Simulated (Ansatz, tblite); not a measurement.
Removing and adding an electron: `C=CCCCCCCCCCS`. The state is a singlet with charge 0. Geometry: r2SCAN-D4/def2-SVP. Ansatz, gas phase; energy differences of separate SCF runs; the oxidised species was run as a doublet alone; the reduced species was run as a doublet alone.

```xyz
34

C    -5.879   -2.051    0.308
C    -5.166   -0.926    0.176
C    -3.741   -0.850   -0.279
C    -2.805   -0.260    0.782
C    -1.357   -0.149    0.313
C    -0.426    0.436    1.375
C     1.051    0.460    0.981
C     1.363    1.350   -0.223
C     2.855    1.525   -0.510
C     3.573    0.233   -0.902
C     5.036    0.467   -1.257
S     5.932   -1.031   -1.801
H    -6.914   -2.037    0.662
H    -5.447   -3.030    0.070
H    -5.636    0.033    0.441
H    -3.389   -1.855   -0.573
H    -3.681   -0.220   -1.188
H    -2.856   -0.883    1.694
H    -3.171    0.740    1.080
H    -0.988   -1.150    0.016
H    -1.323    0.469   -0.603
H    -0.758    1.463    1.623
H    -0.539   -0.149    2.307
H     1.649    0.808    1.844
H     1.383   -0.576    0.781
H     0.873    0.945   -1.128
H     0.912    2.346   -0.053
H     2.981    2.264   -1.323
H     3.350    1.965    0.378
H     3.517   -0.499   -0.077
H     3.062   -0.237   -1.762
H     5.120    1.160   -2.111
H     5.579    0.933   -0.417
H     5.838   -1.693   -0.624
```

The xTB rows come from tblite. HOMO above LUMO, or a gap near zero within one spin, warns that the state may not be the lowest or that an electron is smeared out.

Estimate orbital energies and vertical ionisation energies and electron affinities at: GFN1-xTB; GFN2-xTB; PBE-D4/def2-SVP; PBE0-D4/def2-SVP.


```
           level  −HOMO (eV)  vertical IE (eV)  −LUMO (eV)  vertical EA (eV)  HOMO–LUMO gap (eV)  IE − EA (eV)                                                                                                               remarks
        GFN1-xTB       10.77             13.50        6.62              3.68                4.15          9.82                                                                                                                     –
        GFN2-xTB       10.06             12.45        5.59              3.52                4.47          8.93                                                                                                                     –
 PBE-D4/def2-SVP        5.26              7.81        0.51             -1.51                4.75          9.32  HOMO above zero (-1 doublet), gap within one spin near zero (+1 doublet), gap within one spin near zero (-1 doublet)
PBE0-D4/def2-SVP        6.58              8.40       -0.55             -1.97                7.13         10.37                                                                                          HOMO above zero (-1 doublet)
```

Relaxing the oxidised species (r2SCAN-D4/def2-SVP) changes its energy by -0.06 eV at PBE-D4/def2-SVP, so the adiabatic ionisation energy to this nearest minimum is 7.75 eV. At PBE0-D4/def2-SVP it is 8.35 eV. The gap within one spin of the relaxed charge 1 doublet nearly closes, so an electron or hole may be smeared out by delocalisation error.     A HOMO above zero means that the electron is unbound at that level or that self-interaction error raises the level; the energy of removing that electron tells which. Raw xTB energy differences between charge states are shifted by several eV; the methods need an empirical correction for them. Sets without diffuse functions give affinities that are too small. A negative affinity means that the extra electron isn't bound; its size then hangs on the basis.
